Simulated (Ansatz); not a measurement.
HO3W, charge +1, singlet, geometry from GFN2-xTB (such geometries of metal compounds can be far from the true shape) (the multiplicity is a formal guess) (core potentials on W). Base run: Ansatz (an electronic-structure program) with B3LYP/def2-SV(P).

Here is a job for Ansatz.
Ansatz 0.2 input:
```yaml
crystal:
  periodic: [false, false, false]
  atoms:
    - {symbol: W, position_ang: [0.07411234, 0.07037078, 0.09921266]}
    - {symbol: O, position_ang: [1.38118594, -0.66393660, -0.77806048]}
    - {symbol: O, position_ang: [-0.75217380, -1.07680724, 1.10841565]}
    - {symbol: O, position_ang: [-1.09851550, 0.92101233, -1.04070746]}
    - {symbol: H, position_ang: [-1.72828650, 1.35041410, -1.65891868]}
basis:
  gaussian:
    orbitals: def2-SV_P_.json
hamiltonian:
  xc: b3lyp
total_charge: 1
```
The basis file holds def2-SV(P) in the JSON format of the Basis Set Exchange.

Each row names what was changed in the base input (with any setting that the change needs).

```csv
change,basis functions,E (Eh)
base,69,-292.92009
basis = def2-SVP,79,-292.96625
basis = def2-SVPD,112,-292.98308
basis = def2-TZVP,139,-293.25849
basis = def2-TZVPP,163,-293.26556
basis = def2-TZVPD,172,-293.26042
basis = def2-QZVP,273,-293.27926
basis = def2-QZVPP,282,-293.27927
```

Totals compare only among sets that treat the same electrons; sets with core potentials leave the core out.
